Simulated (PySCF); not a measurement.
A run for PySCF: R-B3LYP/LANL2DZ on H2Se (SMILES [SeH2]).

```python
from pyscf import gto, scf, dft, mp
from pyscf.data.elements import chemcore

mol = gto.M(
    atom='''
    Se   -0.10444857    0.02697636    3.91304398
    H     0.31492568    1.42895628    3.77074669
    H    -1.49857820    0.37884206    3.60650533
    ''',
    basis='lanl2dz',
    ecp={'Se': 'lanl2dz'},
    charge=0, spin=0, verbose=3, max_memory=1800)
mf = dft.RKS(mol, xc='b3lyp')
mf.conv_tol = 1e-8
mf.max_cycle = 100
mf.kernel()
if not mf.converged:
    mf = mf.newton().run(mf.mo_coeff, mf.mo_occ)
```

Problem. What total energy does the run end on?

Solution. -10.4073 hartree.
